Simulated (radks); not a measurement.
Values are calculated unless marked as measured or tabulated.
Task: Neutral nitrogen, configuration [He] 2p5 (not the ground configuration). Code: a radial shooting solver on a logarithmic mesh with Libxc functionals. Model: scalar-relativistic Kohn-Sham, SCAN, spin-polarised, spherical densities, finite nucleus; open shells are filled with parallel spins first; meta-GGA in the generalised Kohn-Sham scheme; Fermi nuclear charge, rms radius 2.5582 fm. Some entries of the table are withheld. Estimate them.

| orbital | occ. | eigenvalue (eV) | r(max) (bohr) | <r^2> (bohr^2) |
|---|---|---|---|---|
| 1s up | 1 | -391.7833 | 0.1482 | 0.07138 |
| 1s down | 1 | -391.0681 | 0.1481 | 0.07094 |
| 2p up | 3 | -9.1115 | (1) | (2) |
| 2p down | 2 | -6.8414 | (3) | (4) |

Result: 
(1) 2p up r(max) (bohr): 0.9682
(2) 2p up <r^2> (bohr^2): 2.598
(3) 2p down r(max) (bohr): 0.9874
(4) 2p down <r^2> (bohr^2): 3.098
